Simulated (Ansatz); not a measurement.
Ansatz (a first-principles code) was given this input:
Ansatz 0.2 input:
```yaml
crystal:
  periodic: [false, false, false]
  atoms:
    - {symbol: Cl, position_ang: [-0.00000000, -0.00000000, -0.07393369]}
    - {symbol: H, position_ang: [0.00000000, 0.00000000, 1.25687273]}
basis:
  gaussian:
    orbitals: cc-pVDZ
hamiltonian:
  xc: pbe
  dispersion: d4
total_charge: 1
magnetization: {spin_polarized: true, initial_magnetization: 1}
```

**Question.** Give the <S^2> at the level Ansatz with PBE-D4/cc-pVDZ.

**Answer.** 0.752

**Question.** Estimate the number of basis functions that PBE-D4/cc-pVDZ returns for this input.

**Answer.** 23

**Question.** Predict the total energy from PBE-D4/cc-pVDZ.

**Answer.** -460.1502 Eh
